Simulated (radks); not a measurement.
All-electron atom: Se XII in [Ar] 3d5 (the NIST ground configuration).

Calculated with a radial shooting solver on a logarithmic mesh with Libxc functionals: scalar-relativistic Kohn-Sham, BLYP, spin-polarised, spherical densities, finite nucleus; open shells are filled with parallel spins first; Fermi nuclear charge, rms radius 4.14 fm.

Energy parts (eV):
total: -64765.156
kinetic: 66130.510
electron-nucleus: -149364.354
Hartree: 20624.249
exchange-correlation: -2155.561

Orbitals (lengths in bohr, moments of r in powers of bohr; r(max) is where P^2 peaks; r(90%) holds 90 % of the orbital's charge):
orbital	occ.	eigenvalue (eV)	r(max)	r(90%)	<r^2>
1s up	1	-12805.10	0.02880	0.0788	0.002617
1s down	1	-12805.08	0.02880	0.0788	0.002617
2s up	1	-1909.801	0.1645	0.303	0.04519
2s down	1	-1903.181	0.1643	0.302	0.04499
2p up	3	-1716.064	0.1318	0.279	0.03579
2p down	3	-1711.092	0.1316	0.278	0.03558
3s up	1	-483.5060	0.4878	0.796	0.3346
3s down	1	-473.5847	0.4892	0.802	0.3386
3p up	3	-421.9756	0.4807	0.816	0.3414
3p down	3	-412.0345	0.4826	0.823	0.3468
3d up	5	-323.0865	0.4146	0.823	0.3225
3d down	0	-312.2430	0.4184	0.837	0.3324
4s up	0	-198.5991	1.148	1.70	1.615
4s down	0	-196.0632	1.164	1.72	1.658
4p up	0	-178.2633	1.200	1.79	1.772
4p down	0	-176.0075	1.220	1.81	1.823

The highest occupied level is 3d up at -323.09 eV. The spin density at the nucleus is -3.113 e/bohr^3 (1s -0.277, 2s -9.211, 3s 6.375).
